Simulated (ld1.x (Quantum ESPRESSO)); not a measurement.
## u(r) = r·R(r): atom against pseudo-atom (Cr (Z = 24))

Columns: radius, all-electron u(r) and pseudo u(r) of the 3d shell (level -9.87 eV) of chromium in the configuration [Ar] 3d5 4s0 4p0; PBE, scalar-relativistic, TM scheme, ld1.x (Quantum ESPRESSO) 7.5.

```json
{"r (bohr)": "0.182", "all-electron": "0.1642", "pseudo": "0.0304"}
{"r (bohr)": "0.365", "all-electron": "0.4879", "pseudo": "0.2055"}
{"r (bohr)": "0.548", "all-electron": "0.7096", "pseudo": "0.5135"}
{"r (bohr)": "0.730", "all-electron": "0.8047", "pseudo": "0.7943"}
{"r (bohr)": "0.912", "all-electron": "0.8136", "pseudo": "0.9168"}
{"r (bohr)": "1.095", "all-electron": "0.7772", "pseudo": "0.8842"}
{"r (bohr)": "1.277", "all-electron": "0.7216", "pseudo": "0.7825"}
{"r (bohr)": "1.460", "all-electron": "0.6598", "pseudo": "0.6803"}
{"r (bohr)": "1.642", "all-electron": "0.5988", "pseudo": "0.6019"}
{"r (bohr)": "1.825", "all-electron": "0.5406", "pseudo": "0.5407"}
{"r (bohr)": "2.007", "all-electron": "0.4871", "pseudo": "0.4871"}
{"r (bohr)": "2.190", "all-electron": "0.4378", "pseudo": "0.4378"}
{"r (bohr)": "2.372", "all-electron": "0.3931", "pseudo": "0.3931"}
{"r (bohr)": "2.555", "all-electron": "0.3524", "pseudo": "0.3524"}
{"r (bohr)": "2.738", "all-electron": "0.3155", "pseudo": "0.3155"}
{"r (bohr)": "2.920", "all-electron": "0.2823", "pseudo": "0.2823"}
{"r (bohr)": "3.102", "all-electron": "0.2523", "pseudo": "0.2523"}
{"r (bohr)": "3.285", "all-electron": "0.2252", "pseudo": "0.2252"}
{"r (bohr)": "3.468", "all-electron": "0.2008", "pseudo": "0.2008"}
{"r (bohr)": "3.650", "all-electron": "0.1789", "pseudo": "0.1789"}
{"r (bohr)": "3.832", "all-electron": "0.1593", "pseudo": "0.1593"}
{"r (bohr)": "4.015", "all-electron": "0.1416", "pseudo": "0.1416"}
{"r (bohr)": "4.198", "all-electron": "0.1257", "pseudo": "0.1257"}
{"r (bohr)": "4.380", "all-electron": "0.1116", "pseudo": "0.1116"}
{"r (bohr)": "4.562", "all-electron": "0.0990", "pseudo": "0.0990"}
{"r (bohr)": "4.745", "all-electron": "0.0876", "pseudo": "0.0876"}
```

How many radial nodes do the two functions have?

The all-electron 3d function has n − l − 1 = 0; the pseudo-wave has 0.

At about which radius was the pseudo-wave matched?

1.95 bohr, where the columns begin to agree (steps of 0.18 bohr).

Is the pseudo-wave norm-conserving?

Yes: the TM scheme keeps the norm inside the radius equal to the all-electron one, which fixes the energy derivative of the logarithmic derivative at the level.
